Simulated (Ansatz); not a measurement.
Species: C$_{3}$H$_{5}$N, net charge 0, singlet state. 
Geometry from a B3LYP-D3(BJ)/def2-TZVP (Ansatz, an electronic-structure program) optimisation:
```xyz
9

C     -1.5290     0.2840    -0.1251
C     -0.2976    -0.5526    -0.4537
N      0.8749    -0.0301     0.1651
C      1.8162     0.4197     0.6833
H     -1.4021     1.3088    -0.4729
H     -1.7052     0.3036     0.9501
H     -2.4041    -0.1449    -0.6144
H     -0.4263    -1.5820    -0.1143
H     -0.1245    -0.5812    -1.5311
```
Charge 0, spin multiplicity 1.

Property: vertical triplet-singlet gap (E(triplet) - E(singlet); each state is the SCF solution reached for its spin; the UHF <S^2> is 2.13 for the triplet (pure: 2.00)), in kJ/mol. Cores are frozen in the correlated levels unless marked. Open shells are spin-unrestricted. No spin-orbit coupling. No relativistic terms. Basis-set limits of correlation are two-point, X^-3; Hartree-Fock from the larger set. [CCSD(T)-MP2]/basis is that difference in the basis named.

```csv
level,program,vertical triplet-singlet gap (kJ/mol)
HF/aug-cc-pVDZ,Ansatz,506.3
B3LYP/def2-TZVPD,Ansatz,578.2
```

### Question
Predict the RI-MP2/CBS(aug-cc-pVTZ,aug-cc-pVQZ)+[CCSD(T)-MP2]/aug-cc-pVTZ result (Ansatz).

### Answer
602.8 kJ/mol
